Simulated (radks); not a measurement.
The numbers below are computed, except where a source is named.
Q: Ne4+, 6 electrons, occupied as [He] 2s2 2p2. Level of theory: non-relativistic Kohn-Sham, LDA (Slater exchange, Perdew-Wang correlation), spin-polarised, spherical densities, point nucleus; open shells are filled with parallel spins first (a radial shooting solver on a logarithmic mesh with Libxc functionals). Some entries of the table are withheld. Estimate them.

orbital  occ.  eigenvalue (eV)  <r> (bohr)
1s up       1        -946.9558      0.1588
1s down     1        -943.7701      0.1583
2s up       1        -132.6704      0.7627
2s down     1        -126.4205      0.7762
2p up       2        -111.9567         (1)
2p down     0        -104.9932         (2)
3s up       0         -41.3422       2.063
3s down     0         -40.2020       2.111
3p up       0         -36.0223       2.124
3p down     0         -34.8635       2.188

A: 
(1) 2p up <r> (bohr): 0.7001
(2) 2p down <r> (bohr): 0.7191
